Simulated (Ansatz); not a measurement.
Reaction (silylene formation by 1,1-elimination): `O[SiH]([SiH3])S` → `O[SiH]` + `[SiH3]S`

Gas-phase electronic energies from Ansatz, PBE0-D4/def2-TZVP geometries. CBS: MP2 limit from def2 TZ/QZ plus the TZ coupled-cluster correction, frozen cores. This one scheme is used for every species. Each species was taken in one conformer, which may not be the lowest.

```csv
species,CCSD(T)/CBS(def2) energy (Eh)
`O[SiH]([SiH3])S`,-1054.78504
`O[SiH]`,-365.43832
`[SiH3]S`,-689.27336
```

Q: Work out ΔE.

A: ΔE = (-365.43832) + (-689.27336) − (-1054.78504) = 0.07336 Eh = +192.6 kJ/mol.

Largest T1 diagnostic among the species: 0.016.

From BLYP to BHLYP (50 % exact exchange), in def2-TZVPP and without D4, ΔE moves by +27.5 kJ/mol. At CCSD(T), def2-SVP lies −22.9 kJ/mol from the extrapolated value and def2-TZVPP −7.3 kJ/mol. Leaving LDA and LC-ωPBE aside and taking each functional with its dispersion term where it has one, the values, not all of them listed here, spread over 38.2 kJ/mol, from BLYP-D4 to r2SCAN0-D4. LDA lies +32.5 kJ/mol from PBE without D4.
